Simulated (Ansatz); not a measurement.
Molecule: C5H9O, charge -1, multiplicity 1. It need not be the lowest isomer of its formula. Whether it binds its extra electron was not tested at this geometry. 
Structure (B3LYP-D3(BJ)/def2-TZVP (Ansatz, a quantum-chemistry and plane-wave program) minimum search):
SMILES: CCC[CH-]C=O
```xyz
15

C     -2.6327    -0.2914    -0.2218
C     -1.1538    -0.4222    -0.5859
C     -0.3205     0.8213    -0.2280
C      1.1469     0.6890    -0.5104
C      1.9700    -0.0561     0.3053
O      1.6699    -0.6965     1.3582
H     -2.7517    -0.1185     0.8521
H     -3.2052    -1.1889    -0.4790
H     -3.0943     0.5566    -0.7403
H     -0.7097    -1.2705    -0.0600
H     -1.0497    -0.6241    -1.6581
H     -0.4713     1.0044     0.8461
H     -0.7449     1.6882    -0.7563
H      1.5667     1.1577    -1.3952
H      3.0415    -0.0762    -0.0301
```
Charge -1, spin multiplicity 1.

Total electronic energies in hartree. Correlated levels leave the core frozen unless marked. No spin-orbit coupling. No relativistic terms. CBS marks a two-point X^-3 extrapolation of the correlation energy; Hartree-Fock from the larger set. The bracket is a focal-point correction in the basis named.

```json
[
 {"level": "PBE/def2-TZVPD", "program": "Ansatz", "energy (Eh)": "-270.93460"},
 {"level": "PBE-D4/def2-TZVPD", "program": "Ansatz + dftd4", "energy (Eh)": "-270.94646"},
 {"level": "revPBE-D3(BJ)/def2-TZVPD", "program": "Ansatz + dftd3", "energy (Eh)": "-271.23025"},
 {"level": "revPBE/def2-TZVPD", "program": "Ansatz", "energy (Eh)": "-271.20124"},
 {"level": "r2SCANh-D4/def2-TZVPD", "program": "Ansatz + dftd4", "energy (Eh)": "-271.11168"},
 {"level": "MP2/6-31G*", "program": "Ansatz", "energy (Eh)": "-270.22913"},
 {"level": "MP2/cc-pwCVTZ", "program": "Ansatz", "energy (Eh)": "-270.62777"},
 {"level": "SCS-MP2/STO-3G", "program": "Ansatz", "energy (Eh)": "-266.22448"},
 {"level": "RI-MP2/CBS(aug-cc-pVTZ,aug-cc-pVQZ)+[CCSD(T)-MP2]/aug-cc-pVTZ", "program": "Ansatz", "energy (Eh)": "-270.8560"}
]
```

Totals of different functionals don't rank their quality; only differences between species are comparable.
